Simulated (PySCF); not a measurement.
Delta-SCF ions had no search for a lower state. Excitations are Tamm–Dancoff values on a coarser integration grid. The basis has no diffuse functions, so Rydberg states are missing or too high.

CH₄OSi, SMILES `[SiH](O)=C` (C–Si–O–H torsion 0°) (charge 0, multiplicity 1)

These are PBE0-D3(BJ)/def2-TZVP in PySCF values and carry that method's errors.

The HOMO is -6.20 eV, the dipole moment comes out as 0.221 e·Å and the LUMO is -0.28 eV. The HOMO–LUMO gap is 5.92 eV and the S1 excitation (TDA) is 5.01 eV. The S1 oscillator strength is 0.024 and the brightest of the four lowest singlets (TDA) is 5.80 eV. The T1 excitation (TDA) is 3.24 eV, the S1–T1 gap (TDA) comes out as 1.77 eV and the vertical ionisation energy (Delta-SCF) comes out as 8.32 eV. The total energy comes out as -405.0237 Ha. The cost comes out as about 23 core-seconds (a rough figure).

```xyz
7

C     -1.1759     0.0670    -0.0961
Si     0.4021     0.3004     0.4601
O      1.7510    -0.4951    -0.0023
H     -1.9693     0.6817     0.3142
H     -1.4734    -0.6582    -0.8431
H      0.8093     1.2847     1.4744
H      1.6562    -1.1805    -0.6669
```
Charge 0, spin multiplicity 1.
